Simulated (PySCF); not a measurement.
C₃H₅BN₂O, SMILES C(=N/C#N)/B(O)C. Heavy atoms are numbered as in [CH3:1][B:2]([OH:3])/[CH:4]=[N:5]\[C:6]#[N:7]. Hydrogens are named by the atom that carries them.

Geometry: PBE0-D3(BJ)/def2-SVP. The structure was generated by enumeration; whether it is a known compound was not checked. One conformer was computed; it need not be the lowest.

All values below come from PBE/pcSseg-1 in PySCF.

GIAO shieldings, no solvent; atoms alike by connectivity are averaged. δ = σ(ref) − σ: ¹³C against TMS (σ = 182.0 ppm); ¹¹B against BF3 (σ = 83.9 ppm); ¹⁷O against H2O (σ = 334.3 ppm); ¹⁵N against NH3 (σ = 267.0 ppm); ¹H against TMS (σ = 31.49 ppm), references at their B3LYP-D3(BJ)/def2-TZVP geometries, non-relativistic.

```
atoms     nucleus  count  δ (ppm)
--------  -------  -----  -------
C4 (CH)       ¹³C      1    212.1
C6            ¹³C      1    124.5
C1 (CH3)      ¹³C      1      [?]
B2            ¹¹B      1     25.8
O3 (OH)       ¹⁷O      1      [?]
N5            ¹⁵N      1    415.1
N7            ¹⁵N      1      [?]
H on C4        ¹H      1      [?]
H on O3        ¹H      1      [?]
H on C1        ¹H      3     1.25
```

### Question
What belongs in the gaps? (An estimate is asked for; the answer gives what the named calculation found.)

### Answer

- N7, δ (ppm): 371.6
- C1 (CH3), δ (ppm): 6.3
- H on O3, δ (ppm): 6.15
- O3 (OH), δ (ppm): 200.2
- H on C4, δ (ppm): 8.96
